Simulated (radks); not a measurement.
The holmium ion Ho17+, 50 electrons, occupied as [Kr] 4d10 4f4.

Calculated with a radial shooting solver on a logarithmic mesh with Libxc functionals: scalar-relativistic Kohn-Sham, PBE, spin-polarised, spherical densities, finite nucleus; open shells are filled with parallel spins first (spin-orbit coupling, left out, can overturn this in heavy ions); Fermi nuclear charge, rms radius 5.2022 fm.

Energy parts (eV):
total: -340580.88
kinetic: 368481.53
electron-nucleus: -813733.79
Hartree: 111621.25
exchange-correlation: -6949.88

Orbitals (lengths in bohr, moments of r in powers of bohr; r(90%) holds 90 % of the orbital's charge):
orbital  occ.  eigenvalue (eV)      <r^2>  r(90%)      <r>  <1/r>
1s up       1        -55896.22  0.0005882  0.0376  0.02074  76.04
1s down     1        -55896.24  0.0005882  0.0376  0.02074  76.04
2s up       1        -9690.014   0.009172   0.136  0.08811  17.68
2s down     1        -9689.953   0.009172   0.136  0.08811  17.68
2p up       3        -8631.771   0.007443   0.127  0.07807  16.38
2p down     3        -8631.733   0.007442   0.127  0.07807  16.38
3s up       1        -2484.855    0.06033   0.337   0.2298  6.517
3s down     1        -2482.090    0.06023   0.336   0.2296  6.524
3p up       3        -2161.308    0.06063   0.342   0.2288  6.100
3p down     3        -2158.556    0.06052   0.342   0.2285  6.106
3d up       5        -1750.383    0.05065   0.323   0.2078  5.782
3d down     5        -1748.286    0.05052   0.323   0.2075  5.788
4s up       1        -803.8948     0.2893   0.724   0.5069  2.822
4s down     1        -798.5595     0.2896   0.725   0.5073  2.819
4p up       3        -694.2440     0.3201   0.767   0.5316  2.611
4p down     3        -689.0451     0.3207   0.768   0.5321  2.607
4d up       5        -545.9469     0.3572   0.825   0.5579  2.365
4d down     5        -540.8360     0.3585   0.826   0.5588  2.360
4f up       4        -380.7377     0.3949   0.901   0.5815  2.048
4f down     0        -375.4628     0.3988   0.907   0.5841  2.042

The highest occupied level is 4f up at -380.74 eV. Summed over all electrons, <r^2> = 8.713 bohr^2, which gives a Langevin (diamagnetic) susceptibility term of -6.9 x 10^-6 cm^3/mol. The spin density at the nucleus is -13.07 e/bohr^3 (1s 0.06, 2s -1.37, 3s -19.73, 4s 7.97).
